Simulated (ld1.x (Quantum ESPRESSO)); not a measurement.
# Mn (Z = 25): variants of one ultrasoft potential

Base potential:

manganese, ultrasoft, made with ld1.x (Quantum ESPRESSO) 7.5 (PBE, scalar-relativistic). Core [Ne], reference 3s2 3p6 3d5 4s2 4p0. Waves: 3s (bound): rcut 1.15, rcutus 1.30 bohr; 4s (bound): rcut 1.15, rcutus 1.30 bohr; 3p (bound): rcut 1.45, rcutus 1.60 bohr; 4p (bound, empty): rcut 1.45, rcutus 1.60 bohr; 3d (bound): rcut 1.55, rcutus 2.15 bohr; 3d channel at 4.5 Ry: rcut 1.55, rcutus 2.15 bohr. Local part: all-electron potential smoothed inside 1.25 bohr (lloc = -1). Core correction: none. Augmentation charge: PSQ, radius 1.25 bohr.

All-electron outer shells of the reference configuration (PBE, scalar-relativistic, ld1.x):

```tsv
shell	level (eV)	outermost node (bohr)	outermost maximum (bohr)
2s	-743.95	0.08	0.23
2p	-630.19	–	0.19
3s	-85.88	0.34	0.74
3p	-54.59	0.31	0.75
3d	-6.77	–	0.76
4s	-5.11	1.05	2.51
4p	-1.37	1.16	3.43
```

Cutoffs, loose and tight: the cutoffs (Ry, on a coarse ladder) from which the occupation-weighted sum of valence levels, in a spherical-Bessel basis at the reference potential, stays within 10 and 1 mRy of its value at 400 Ry. They do not see the model core or the augmentation charge, which bear on the density cutoff. Test errors are all-electron minus pseudo excitation energies from the reference, over the configurations 3s2 3p6 3d5 4s1 4p0; 3s2 3p6 3d5 4s0 4p0; 3s2 3p6 3d4 4s0 4p0; 3s2 3p6 3d6 4s1 4p0; 3s1 3p6 3d5 4s2 4p0; 3s2 3p6 3d3 4s0 4p0; 3s2 3p6 3d5 4s1 4p1. A dash means not determined; rows that change the core or the reference have their own tests. The largest error is taken over the tests solved by every variant that gives reliable tests at all: 3s1 3p6 3d5 4s2 4p0; 3s2 3p6 3d5 4s0 4p0; 3s2 3p6 3d5 4s1 4p0.

Cutoffs are not given where the Bessel-basis levels miss the radial ones by over 6 mRy, ghosts where they miss by over 20 mRy; a channel whose overlap is not positive is not tested.

A file whose overlap is not positive is unfit for use, and its test errors describe a broken file.

| change | outcome | bound ghosts | largest test error (meV) |
| --- | --- | --- | --- |
| base | generated, overlap not positive | not determined (overlap not positive) | -217 |
| wave 3d channel at 4.5 Ry: rcut 1.55, rcutus 2.15 bohr becomes 3d channel at -0.37 Ry: rcut 1.55, rcutus 2.15 bohr | generated, overlap not positive | not determined (overlap not positive) | -291 |
| wave 3d channel at 4.5 Ry: rcut 1.55, rcutus 2.15 bohr becomes 3d channel at -0.22 Ry: rcut 1.55, rcutus 2.15 bohr | generated, overlap not positive | not determined (overlap not positive) | -306 |
| wave 3d channel at 4.5 Ry: rcut 1.55, rcutus 2.15 bohr becomes 3d channel at 0.31 Ry: rcut 1.55, rcutus 2.15 bohr | generated, overlap not positive | not determined (overlap not positive) | -398 |
| wave 3d channel at 4.5 Ry: rcut 1.55, rcutus 2.15 bohr becomes 3d channel at 0.93 Ry: rcut 1.55, rcutus 2.15 bohr | generated, overlap not positive | not determined (overlap not positive) | -153 |
| wave 3d channel at 4.5 Ry: rcut 1.55, rcutus 2.15 bohr becomes 3d channel at 2.9 Ry: rcut 1.55, rcutus 2.15 bohr | generated, overlap not positive | not determined (overlap not positive) | -152 |
| wave 3d channel at 4.5 Ry: rcut 1.55, rcutus 2.15 bohr becomes 3d channel at 4.53 Ry: rcut 1.55, rcutus 2.15 bohr | generated, overlap not positive | not determined (overlap not positive) | -217 |

What comes out with this change to the base: wave 3d channel at 4.5 Ry: rcut 1.55, rcutus 2.15 bohr becomes 3d channel at 0.06 Ry: rcut 1.55, rcutus 2.15 bohr?

outcome: generated, overlap not positive; bound ghosts: not determined (overlap not positive); largest test error (meV): -187. A file whose overlap is not positive is unfit for use, and its test errors describe a broken file.
